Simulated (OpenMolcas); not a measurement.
# Ce3+: moving or changing the point charges

Ce3+ among 6 point charges of -1 e arranged as a trigonal antiprism (D3d), 2.76 Å from the ion, with a polar angle of 58.6° against the regular 54.74°.

- Program: OpenMolcas 26.06
- Method: CASSCF
- Basis: ANO-RCC-VDZP [7s6p4d2f1g]
- Scalar Hamiltonian: DKH2, point nucleus
- Active space: 1 electron in 7 orbitals (4f)
- State averaging: 2S+1 = 2 odd, 7 roots
- Spin-orbit coupling: state interaction with AMFI integrals over the reference wave functions

Runs around this geometry, states (labels of D3, the rotations of D3d). Energies in cm-1 above the lowest state or level, χT in cm3 K/mol.

```csv
R (Å),q (e),Ground state,First state of that spin,First gap with spin-orbit (degeneracies),Width of lowest J,χT at 300 K
2.76,-0.5,2A2,2E 73.2,"122.9 (2, 2)",211,0.799
2.76,-1,2A2,2E 148.0,"243.9 (2, 2)",422,0.753
3.04,-1,2A2,2E 94.7,"163.0 (2, 2)",298,0.787
3.26,-1,2A2,2E 69.0,"122.7 (2, 2)",234,0.799
```

Taking the width of the lowest J multiplet as R^-n, n = -ln(234 / 422) / ln(3.26 / 2.76) = 3.5 between the shortest and longest distance.

Scaling the charges by -0.5 / -1 = 0.50 scales the width of the lowest J multiplet by 211 / 422 = 0.50; with fixed orbitals a first-order splitting would follow the charge.

Point charges carry no covalency, so the field is a model and not that of real ligands. No measured value stands beside these numbers.
